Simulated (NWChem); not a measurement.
System: SiH₂O, singlet; SMILES O[SiH]

Input file for NWChem:

```
start job
memory heap 200 mb stack 900 mb global 1100 mb
geometry units angstroms noautoz
  Si     0.146437    -0.641242     0.000000
  H     -1.412173    -0.856142     0.000000
  O      0.140619     1.048875     0.000000
  H     -0.729962     1.489000     0.000000
end
basis spherical
  * library def2-svp
end
dft
  xc becke88 lyp
  iterations 150
  mulliken
end
task dft energy
```

NWChem printed, in part:

```
             Northwest Computational Chemistry Package (NWChem) 7.3.0
             --------------------------------------------------------

 CS  symmetry detected

                             Geometry "geometry" -> ""
                             -------------------------

 Output coordinates in angstroms (scale by  1.889725989 to convert to a.u.)

  No.       Tag          Charge          X              Y              Z
 ---- ---------------- ---------- -------------- -------------- --------------
    1 Si                  14.0000     0.10124403    -0.64352083     0.00000000
    2 H                    1.0000    -1.45807675    -0.85320122     0.00000000
    3 O                    8.0000     0.10108477     1.04660617     0.00000000
    4 H                    1.0000    -0.76801777     1.48964351     0.00000000

 Effective nuclear repulsion energy (a.u.)      49.2709085322

      Symmetry information
      --------------------

 Group name             Cs
 Group number              2
 Group order               2
 No. of unique centers     4

                                 NWChem DFT Module
                                 -----------------

 Summary of "ao basis" -> "ao basis" (spherical)
 ------------------------------------------------------------------------------
       Tag                 Description            Shells   Functions and Types
 ---------------- ------------------------------  ------  ---------------------
 Si                         def2-svp                 8       18   4s3p1d
 H                          def2-svp                 3        5   2s1p
 O                          def2-svp                 6       14   3s2p1d

      Symmetry analysis of basis
      --------------------------

        a'         31
        a"         11

            General Information
            -------------------
          SCF calculation type: DFT
          Wavefunction type:  closed shell.
          No. of atoms     :     4
          No. of electrons :    24
           Alpha electrons :    12
            Beta electrons :    12
          Charge           :     0
          Spin multiplicity:     1
          Use of symmetry is: on ; symmetry adaption is: on
          Maximum number of iterations: 150
          AO basis - number of functions:    42
                     number of shells:    20
          Convergence on energy requested:  1.00D-06
          Convergence on density requested:  1.00D-05
          Convergence on gradient requested:  5.00D-04

              XC Information
              --------------
                    Becke 1988 Exchange Functional  1.000
              Lee-Yang-Parr Correlation Functional  1.000

             Grid Information
             ----------------
          Grid used for XC integration:  medium
          Radial quadrature: Mura-Knowles
          Angular quadrature: Lebedev.
          Tag              B.-S. Rad. Rad. Pts. Rad. Cut. Ang. Pts.
          ---              ---------- --------- --------- ---------
          Si                  1.10       88           8.0       590
          H                   0.35       45           8.0       434
          O                   0.60       49           8.0       434
          Grid pruning is: on
          Number of quadrature shells:   227
          Spatial weights used:  Erf1

      Superposition of Atomic Density Guess
      -------------------------------------

 Sum of atomic energies:        -364.42825622

      Non-variational initial energy
      ------------------------------

 Total energy =    -364.662604
 1-e energy   =    -602.208574
 2-e energy   =     188.275062
 HOMO         =      -0.228512
 LUMO         =      -0.047419

      Symmetry analysis of molecular orbitals - initial
      -------------------------------------------------

  Numbering of irreducible representations:

     1 a'          2 a"

  Orbital symmetries:

     1 a'          2 a'          3 a'          4 a'          5 a'
     6 a"          7 a'          8 a'          9 a'         10 a"
    11 a'         12 a'         13 a"         14 a'         15 a'
    16 a'         17 a'         18 a'         19 a"         20 a'
    21 a'         22 a"

     ---------------------------------------------
      Total Density - Mulliken Population Analysis
     ---------------------------------------------

    Atom       Charge   Shell Charges
 -----------   ------   -------------------------------------------------------
    1 Si  14    13.32   2.00  1.99  1.21  0.63  5.93  0.70  0.73  0.12
    2 H    1     1.22   0.73  0.49  0.01
    3 O    8     8.81   1.99  1.11  0.64  3.08  1.98  0.00
    4 H    1     0.65   0.51  0.08  0.06

   convergence    iter        energy       DeltaE   RMS-Dens  Diis-err
 ---------------- ----- ----------------- --------- --------- ---------
 d= 0,ls=0.0,diis     1   -365.6775432384 -4.15D+02  3.46D-02  4.54D-01
 d= 0,ls=0.0,diis     2   -365.2197876384  4.58D-01  2.57D-02  4.35D+00
 d= 0,ls=0.0,diis     3   -365.7314830539 -5.12D-01  3.20D-03  2.16D-02
 d= 0,ls=0.0,diis     4   -365.7339683667 -2.49D-03  7.59D-04  1.15D-03
 d= 0,ls=0.0,diis     5   -365.7340909919 -1.23D-04  1.99D-04  3.43D-05
  Resetting Diis
 d= 0,ls=0.0,diis     6   -365.7340965834 -5.59D-06  5.30D-05  1.76D-06
 d= 0,ls=0.0,diis     7   -365.7340968584 -2.75D-07  1.87D-05  4.84D-08
 d= 0,ls=0.0,diis     8   -365.7340968528  5.66D-09  8.72D-06  1.03D-07

         Total DFT energy =     -365.734096852761
      One electron energy =     -603.616563436685
           Coulomb energy =      218.788647057385
    Exchange-Corr. energy =      -30.177089005648
 Nuclear repulsion energy =       49.270908532188

 Numeric. integr. density =       24.000002278123

                  Occupations of the irreducible representations
                  ----------------------------------------------

                     irrep           alpha         beta
                     --------     --------     --------
                     a'               10.0         10.0
                     a"                2.0          2.0

                       DFT Final Molecular Orbital Analysis
                       ------------------------------------

 Vector   10  Occ=2.000000D+00  E=-3.006563D-01  Symmetry=a"
              MO Center=  8.5D-02,  8.6D-01,  2.4D-15, r^2= 9.6D-01
   Bfn.  Coefficient  Atom+Function         Bfn.  Coefficient  Atom+Function
  ----- ------------  ---------------      ----- ------------  ---------------
    29      0.589208  3 O  pz                32      0.425624  3 O  pz
    13      0.170937  1 Si pz                10      0.144324  1 Si pz
     7     -0.082845  1 Si pz                15      0.064209  1 Si d -1
    42      0.026044  4 H  pz

 Vector   11  Occ=2.000000D+00  E=-2.880781D-01  Symmetry=a'
              MO Center= -2.8D-02,  4.6D-01, -6.5D-15, r^2= 2.0D+00
   Bfn.  Coefficient  Atom+Function         Bfn.  Coefficient  Atom+Function
  ----- ------------  ---------------      ----- ------------  ---------------
    28      0.418449  3 O  py                27      0.343705  3 O  px
    31      0.285800  3 O  py                30      0.243835  3 O  px
     9     -0.193731  1 Si py                19      0.177126  2 H  s
     3      0.171174  1 Si s                  4      0.162716  1 Si s
     6      0.110860  1 Si py                 2      0.107808  1 Si s

 Vector   12  Occ=2.000000D+00  E=-1.967637D-01  Symmetry=a'
              MO Center=  4.9D-02, -8.2D-01,  1.2D-13, r^2= 2.5D+00
   Bfn.  Coefficient  Atom+Function         Bfn.  Coefficient  Atom+Function
  ----- ------------  ---------------      ----- ------------  ---------------
     3      0.412916  1 Si s                  4      0.368001  1 Si s
    20     -0.304774  2 H  s                 19     -0.301926  2 H  s
     8      0.285705  1 Si px                11      0.260352  1 Si px
     2      0.241250  1 Si s                 12     -0.160949  1 Si py
     5     -0.153176  1 Si px                26     -0.142220  3 O  s

 Vector   13  Occ=0.000000D+00  E=-9.781090D-02  Symmetry=a"
              MO Center=  8.0D-02, -5.6D-01, -2.6D-14, r^2= 2.6D+00
   Bfn.  Coefficient  Atom+Function         Bfn.  Coefficient  Atom+Function
  ----- ------------  ---------------      ----- ------------  ---------------
    13      0.691654  1 Si pz                10      0.415897  1 Si pz
    29     -0.269432  3 O  pz                32     -0.253914  3 O  pz
     7     -0.215730  1 Si pz                15     -0.042201  1 Si d -1

 Vector   14  Occ=0.000000D+00  E=-1.182817D-02  Symmetry=a'
              MO Center= -2.6D-01,  1.9D-01, -3.2D-14, r^2= 4.1D+00
   Bfn.  Coefficient  Atom+Function         Bfn.  Coefficient  Atom+Function
  ----- ------------  ---------------      ----- ------------  ---------------
    26      0.760472  3 O  s                 39     -0.704435  4 H  s
    12     -0.637962  1 Si py                11     -0.454071  1 Si px
    20     -0.445800  2 H  s                  9     -0.214082  1 Si py
    25      0.184067  3 O  s                 38     -0.172461  4 H  s
    30     -0.165057  3 O  px                27     -0.136506  3 O  px

 Vector   15  Occ=0.000000D+00  E= 6.691444D-02  Symmetry=a'
              MO Center= -5.0D-01, -4.5D-01, -6.7D-14, r^2= 3.9D+00
   Bfn.  Coefficient  Atom+Function         Bfn.  Coefficient  Atom+Function
  ----- ------------  ---------------      ----- ------------  ---------------
    20      1.472885  2 H  s                 11      1.184524  1 Si px
     4     -0.868724  1 Si s                 26      0.415603  3 O  s
    39     -0.338730  4 H  s                  3     -0.316156  1 Si s
     8      0.263468  1 Si px                19      0.219564  2 H  s
    30     -0.212568  3 O  px                12     -0.178466  1 Si py

     ---------------------------------------------
      Total Density - Mulliken Population Analysis
     ---------------------------------------------

[...]
```

Level: BLYP/def2-SVP. Low-valent species are run as closed-shell singlets; no triplet was tried in these runs. All runs use the structure optimised with PBE-D3(BJ)/def2-SVP.
